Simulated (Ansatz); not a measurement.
Cl$_{3}$H$_{3}$O$_{4}$SiSn (`O[Si](O)(O)[O][Sn]([Cl])([Cl])[Cl]`). The species carries charge 0 and has multiplicity 1. Sn takes the def2 core potential.

Z-matrix (Å, degrees):
```
Si
O 1 1.633
O 1 1.628 2 115.7
Sn 1 3.175 2 74.8 3 -127.3
O 1 1.624 2 107.8 3 119.3
O 1 1.633 2 103.1 3 -119.0
H 2 0.958 1 118.8 3 -84.0
H 3 0.958 1 117.6 2 -77.1
Cl 4 2.289 1 102.0 2 50.6
Cl 4 2.288 1 95.4 2 -62.6
Cl 4 2.289 1 129.4 2 177.3
H 5 0.958 1 117.2 2 -156.5
```

Task: What are the harmonic wavenumbers in cm⁻¹ at PBE0-D4/def2-TZVP (Ansatz, finite differences of forces, unscaled)? (Best estimate.)

Result: Ansatz gave: 29, 40, 52, 93, 101, 116, 118, 135, 177, 223, 258, 273, 304, 351, 370, 384, 401, 406, 412, 593, 804, 827, 830, 855, 959, 997, 1018, 3929, 3930, 3934.

Task: Is this a minimum?

Result: Yes, all 30 modes are real.

Task: Give the ideal-gas thermochemistry at 298.15 K and 1 bar (rigid rotor, harmonic oscillator; point group C1, symmetry number 1).

Result: Zero-point energy 137.1 kJ/mol; H(298) − E = 176.1 kJ/mol; entropy 518.7 J/(mol·K), of which translation 180.8, rotation 134.3, vibration 203.6; G(298) − E = 21.5 kJ/mol. Modes under 100 cm⁻¹ are hindered rotations or soft bends, so the harmonic entropy is rough.

Task: And at 400, 500, 600, 800 and 1000 K?

Result: 
| T (K) | H − E (kJ/mol) | S (J/mol/K) | G − E (kJ/mol) |
| --- | --- | --- | --- |
| 400 | 196.8 | 578.3 | -34.5 |
| 500 | 218.7 | 627.1 | -94.8 |
| 600 | 241.7 | 669.0 | -159.7 |
| 800 | 289.6 | 737.7 | -300.6 |
| 1000 | 339.1 | 792.9 | -453.9 |
